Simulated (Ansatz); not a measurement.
System: sum formula SiICl2 (charge 0, doublet). It need not be the lowest isomer of its formula. 
Structure (B3LYP-D3(BJ)/def2-TZVP (Ansatz, a quantum-chemistry and plane-wave program) minimum search):
```xyz
4

Cl    -1.7953     1.7596    -0.1714
Si    -0.9301     0.0475     0.5879
Cl    -1.9548    -1.5823    -0.1536
I      1.4486    -0.0694    -0.0510
```
Charge 0, spin multiplicity 2.

Quantity: atomisation energy (electronic, to ground-state atoms), in kcal/mol. Correlated levels leave the core frozen unless marked. UHF or UKS for open shells. No spin-orbit coupling. Frozen are the shells of the preceding noble gas and the d and f shells that filled before the atom's block. In def2 rows, elements after Kr have scalar-relativistic effective core potentials. STO-3G rows are all-electron and non-relativistic. The coupled-cluster limit lacks core correlation, which all-electron functionals hold. Basis-set limits of correlation are two-point, X^-3; Hartree-Fock from the larger set.

| level | program | atomisation energy (kcal/mol) |
|---|---|---|
| HF/def2-SVP | Ansatz | 166.0 |
| BLYP-D3(BJ)/def2-TZVPD | Ansatz + dftd3 | 244.2 |
| BLYP-D4/def2-TZVPD | Ansatz + dftd4 | 243.9 |
| revPBE/def2-TZVPD | Ansatz | 240.8 |

Problem. Predict the CCSD(T)/CBS(def2-TZVPPD,def2-QZVPPD) result (Ansatz).

Solution. 247.7 kcal/mol
